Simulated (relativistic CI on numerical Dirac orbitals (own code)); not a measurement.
**Electric-dipole lines of Rh⁴⁴⁺**

These numbers are calculated, not measured: Dirac equation for one electron, model QED (radiative potential, 1s self-energy scaled to tabulated hydrogen-like ionisation energies) (own radial code, finite nucleus).

Configurations in the expansion: 1s, 2s, 2p, 3s, 3p, 3d, 4s, 4p, 4d, 4f, 5s, 5p, 5d, 5f, 5g, 6s, 6p, 6d. Levels of other configurations are missing.

| λ vac (Å) | Lower | Upper | A (s⁻¹) | E lower (eV) | E upper (eV) |
| --- | --- | --- | --- | --- | --- |
| 0.5800 | 1s 2S_1/2 [1] | 2p 2P°_3/2 [4] | 2.50e+15 | 0.0 | 21377.5 |
| 2.3817 | 2p 2P°_3/2 [4] | 4d 2D_5/2 [15] | 8.46e+13 | 21377.5 | 26583.2 |
| 3.0653 | 2p 2P°_1/2 [2] | 3d 2D_3/2 [7] | 2.31e+14 | 21178.0 | 25222.8 |
| 3.0680 | 2s 2S_1/2 [3] | 3p 2P°_3/2 [8] | 8.92e+13 | 21181.8 | 25222.9 |
| 3.2087 | 2p 2P°_3/2 [4] | 3d 2D_5/2 [9] | 2.64e+14 | 21377.5 | 25241.6 |
| 6.2532 | 3d 2D_3/2 [7] | 5f 2F°_5/2 [21] | 1.78e+13 | 25222.8 | 27205.6 |
| 6.3064 | 3d 2D_5/2 [9] | 5f 2F°_7/2 [24] | 1.86e+13 | 25241.6 | 27207.6 |
| 8.7831 | 3p 2P°_1/2 [5] | 4d 2D_3/2 [12] | 2.40e+13 | 25163.7 | 26575.3 |
| 8.7898 | 3s 2S_1/2 [6] | 4p 2P°_3/2 [13] | 1.18e+13 | 25164.8 | 26575.4 |
| 9.1137 | 3d 2D_3/2 [7] | 4f 2F°_5/2 [14] | 5.35e+13 | 25222.8 | 26583.2 |
| 9.1145 | 3p 2P°_3/2 [8] | 4d 2D_5/2 [15] | 2.88e+13 | 25222.9 | 26583.2 |
| 9.2141 | 3d 2D_5/2 [9] | 4f 2F°_7/2 [16] | 5.65e+13 | 25241.6 | 26587.1 |
| 19.043 | 4p 2P°_1/2 [10] | 5d 2D_3/2 [19] | 4.89e+12 | 26550.4 | 27201.5 |
| 19.673 | 4d 2D_3/2 [12] | 5f 2F°_5/2 [21] | 9.95e+12 | 26575.3 | 27205.6 |
| 19.674 | 4p 2P°_3/2 [13] | 5d 2D_5/2 [22] | 6.04e+12 | 26575.4 | 27205.6 |
| 19.859 | 4f 2F°_5/2 [14] | 5g 2G_7/2 [23] | 1.69e+13 | 26583.2 | 27207.6 |
| 19.859 | 4d 2D_5/2 [15] | 5f 2F°_7/2 [24] | 1.06e+13 | 26583.2 | 27207.6 |
| 19.945 | 4f 2F°_7/2 [16] | 5g 2G_9/2 [25] | 1.74e+13 | 26587.1 | 27208.8 |
| 35.157 | 5p 2P°_1/2 [17] | 6d 2D_3/2 [28] | 1.45e+12 | 27188.8 | 27541.5 |
| 36.224 | 5p 2P°_3/2 [20] | 6d 2D_5/2 [30] | 1.82e+12 | 27201.5 | 27543.8 |

Terms are leading LS components. Brackets give the number of a level in order of energy, since labels repeat. The list gives strong lines, with weight on those to low levels, without lines whose two gauges differ by over a factor of 2.5. Levels whose partners in the same complex of configurations lie outside the list can be far off, and so can their lines. Rates are taken at the computed energies, electric ones in the length gauge.

Problem. From the table, what is the radiative lifetime of 4d 2D_5/2?

Solution. The listed rates from this level add up to about 1.13e+14 s⁻¹, 98 % of its decay; with all channels τ = 8.62e-15 s.
